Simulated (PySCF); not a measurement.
Ligands exchanged one at a time, Ga Cl-CH3. All species are isolated molecules in the gas phase. Strings in code marks are SMILES.

Calculation: PBE-D3(BJ)/def2-TZVP // B3LYP-D3(BJ)/def2-TZVP (PySCF 2.14.0). All candidates: neutral, multiplicity 1. Excitations are Tamm–Dancoff values on a coarser integration grid. The basis has no diffuse functions, so Rydberg states are missing or too high.

```yaml
LUMO: -1.36 eV
S1 excitation (TDA): 4.93 eV
HOMO–LUMO gap: 4.83 eV
```

Name which member has these values.
A. `[CH3][Ga]([CH3])[Cl]`
B. `[CH3][Ga]([CH3])[CH3]`
C. `[CH3][Ga]([Cl])[Cl]`
D. `[Cl][Ga]([Cl])[Cl]`

B, `[CH3][Ga]([CH3])[CH3]`. The others give `[CH3][Ga]([Cl])[Cl]`: -2.03 eV, 5.50 eV, 5.43 eV; `[CH3][Ga]([CH3])[Cl]`: -1.73 eV, 4.90 eV, 4.83 eV; `[Cl][Ga]([Cl])[Cl]`: -3.03 eV, 5.14 eV, 4.98 eV
